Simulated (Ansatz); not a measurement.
System: C4H8O, charge 0, multiplicity 1. 
Structure (B3LYP-D3(BJ)/def2-TZVP (Ansatz, a first-principles code) minimum search):
```xyz
13

C     -2.2944    -0.2512    -0.0681
C     -0.8848     0.3219    -0.1779
C      0.1826    -0.6725     0.2562
C      1.5963    -0.1668     0.1711
O      1.9164     0.9312    -0.2043
H     -2.4117    -1.1390    -0.6944
H     -3.0416     0.4783    -0.3841
H     -2.5264    -0.5400     0.9600
H     -0.7969     1.2255     0.4291
H     -0.6836     0.6339    -1.2050
H      0.0238    -1.0043     1.2911
H      0.1368    -1.5945    -0.3389
H      2.3708    -0.8981     0.4895
```
Charge 0, spin multiplicity 1.

CCSD(T) with Ansatz in growing basis sets, 30 correlated electrons. Cores are frozen in the correlated levels unless marked. Open shells are spin-unrestricted. No spin-orbit coupling. Non-relativistic. Costs are ratios of core time to the smallest set, on shared machines of one kind, and rough; they hold the program's checks for lower states.

| basis | functions | cost over smallest | E(corr) (Eh) | electronic atomisation energy (kcal/mol) |
|---|---|---|---|---|
| cc-pVDZ | 110 | 1× | -0.8210 | 1180.1 |
| cc-pVTZ | 262 | 20× | -0.9950 | 1236.7 |

Formally CCSD grows as o²v⁴ and (T) as o³v⁴; with o = 15 and v going from 90 to 242 both grow 52-fold in the last step, while integrals and the mean field grow more slowly. That step adds 174.0 mEh of correlation energy and 56.6 kcal/mol to the atomisation energy.
